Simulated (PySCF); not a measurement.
SMILES O([SiH3])[Te]O, B3LYP/def2-SVP optimised geometry.

```
8

Te    -0.21    -1.57    -1.85
O     -1.70    -2.33    -0.76
H     -1.36    -2.51     0.13
O     -0.41     0.37    -1.38
Si     0.21     1.10     0.00
H     -0.26     0.41     1.24
H     -0.29     2.51     0.00
H      1.70     1.10     0.00
```

Density from PySCF with B3LYP/def2-TZVP, def2 effective core potentials past Kr at that geometry. The core electrons that the potentials of Te replace are not part of the density.

Minimum of the electron density along straight lines between bonded atoms, close to the bond critical point (lines longer than 1.1 times the sum of covalent radii, or with two minima, are not listed):

```csv
bond,length / Å,ρ at the minimum / e bohr⁻³,∇²ρ there / e bohr⁻⁵,position (fraction from the first atom)
Te1–O2,1.997,0.123,0.29,0.51
O2–H3,0.970,0.354,-2.34,0.80
Te1–O4,2.006,0.118,0.30,0.51
O4–Si5,1.677,0.129,0.70,0.59
Si5–H6,1.495,0.121,0.13,0.49
Si5–H7,1.488,0.123,0.13,0.49
Si5–H8,1.494,0.122,0.13,0.49
```
